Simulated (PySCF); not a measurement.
**Phosphorus: a sound run and one with changed settings**

Sound run: P⁺ [Ne] 3s2 3p2, P²⁺ [Ne] 3s2 3p1. Computed with PySCF 2.14 in def2-SVP (4s3p1d, 18 functions), with no relativity, point nucleus. In the sound run the correlated levels freeze [Ne]. The sound run starts from symmetry-adapted Hartree-Fock orbitals and uses a fine grid where one is needed.

Changed run: basis STO-3G. This setting is unsound on purpose.

```
species   method  sound run (hartree)  changed run (hartree)  converged
     P⁺      UHF           -340.23220             -336.62453        yes
     P⁺    B3LYP           -340.78565             -337.09425        yes
     P⁺      PBE           -340.60418             -336.91194        yes
     P⁺      MP2           -340.28186             -336.63238        yes
     P⁺  CCSD(T)           -340.30295             -336.63868        yes
    P²⁺      UHF           -339.52698             -335.95185        yes
    P²⁺    B3LYP           -340.05889             -336.39415        yes
    P²⁺      PBE           -339.87630             -336.21098        yes
    P²⁺      MP2           -339.56632             -335.96803        yes
    P²⁺  CCSD(T)           -339.58655             -335.98011        yes
```

Ionisation energy of P⁺:

```json
{"method": "UHF", "sound run (eV)": "19.190", "changed run (eV)": "18.304"}
{"method": "B3LYP", "sound run (eV)": "19.776", "changed run (eV)": "19.051"}
{"method": "PBE", "sound run (eV)": "19.807", "changed run (eV)": "19.074"}
{"method": "MP2", "sound run (eV)": "19.471", "changed run (eV)": "18.078"}
{"method": "SCS-MP2", "sound run (eV)": "19.393", "changed run (eV)": "18.032"}
{"method": "CCSD", "sound run (eV)": "19.486", "changed run (eV)": "17.921"}
{"method": "CCSD(T)", "sound run (eV)": "19.494", "changed run (eV)": "17.921"}
```

A minimal basis cannot let orbitals breathe on ionisation and holds almost no correlation.

For comparison, NIST gives 19.769 eV between the lowest levels.
